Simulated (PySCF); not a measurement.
Compound: C7H10SSi.
Cartesian coordinates in Å at the GFN2-xTB level; atoms count from 1:
```
atom  x, y, z in Å
S1    -2.547    1.822   -0.498
Si2   -2.504    0.167    0.872
C3    -1.324   -1.173    0.192
C4     0.040   -0.607   -0.038
C5     0.422   -0.162   -1.299
C6     1.670    0.403   -1.502
C7     2.553    0.534   -0.444
C8     2.181    0.095    0.817
C9     0.933   -0.465    1.018
H10   -1.259    1.783   -0.809
H11   -3.879   -0.307    0.918
H12   -2.025    0.654    2.162
H13   -1.275   -1.989    0.912
H14   -1.724   -1.577   -0.739
H15   -0.259   -0.270   -2.132
H16    1.950    0.741   -2.489
H17    3.526    0.974   -0.600
H18    2.865    0.191    1.647
H19    0.645   -0.804    2.003
```

Hirshfeld charges (e) from the PBE0/pcSseg-1 density (PySCF), one withheld:

| atom | bonded to | charge |
| --- | --- | --- |
| S1 | Si2 H10 | ? |
| Si2 | S1 C3 H11 H12 | +0.3226 |
| C3 | Si2 C4 H13 H14 | -0.1549 |
| C4 | C3 C5 C9 | +0.0058 |
| C5 | C4 C6 H15 | -0.0534 |
| C6 | C5 C7 H16 | -0.0466 |
| C7 | C6 C8 H17 | -0.0530 |
| C8 | C7 C9 H18 | -0.0463 |
| C9 | C8 C4 H19 | -0.0533 |
| H10 | S1 | +0.0455 |
| H11 | Si2 | -0.0723 |
| H12 | Si2 | -0.0791 |
| H13 | C3 | +0.0476 |
| H14 | C3 | +0.0475 |
| H15 | C5 | +0.0472 |
| H16 | C6 | +0.0520 |
| H17 | C7 | +0.0502 |
| H18 | C8 | +0.0517 |
| H19 | C9 | +0.0480 |

**Question.** What is the charge on S1?

**Answer.** The charges add up to the total charge, 0. The others sum to +0.1592, which leaves -0.1592 e for S1 (sulfur bonded to Si and H); the computed value is -0.1587, the difference coming from rounding and the integration grid.

**Question.** Add each hydrogen's charge to the atom that carries it.

**Answer.** S1 -0.1132, Si2 +0.1712, C3 -0.0598, C5 -0.0062, C6 +0.0054, C7 -0.0028, C8 +0.0054, C9 -0.0053. Atoms without hydrogen keep their charges.

**Question.** Across which bond do the charges differ most?

**Answer.** Si2–S1: +0.3226 on Si2 against -0.1587 on S1, a difference of 0.4813 e. The lower charge is on the more electronegative element of the two (Pauling values: S 2.58, Si 1.90).

**Question.** Take the bonds between elements whose Pauling electronegativities differ by more than 0.25. In how many does the more electronegative atom carry the lower charge?

**Answer.** In 12 of 12.

**Question.** How much positive and how much negative charge does this set hold in all?

**Answer.** +0.7181 e on 10 atoms and -0.7176 e on 9.

The Hirshfeld scheme weights the molecular density at each point by an atom's share of the summed free-atom densities. Geometry: GFN2-xTB, one conformer, isolated molecule.

The run behind these numbers computed NMR shieldings as well. The run took 94 s wall (with the writing of density and orbital grids) on one thread, Arm Neoverse N1 (aarch64) (shared host), and the process peaked at 1.0 GiB of memory.
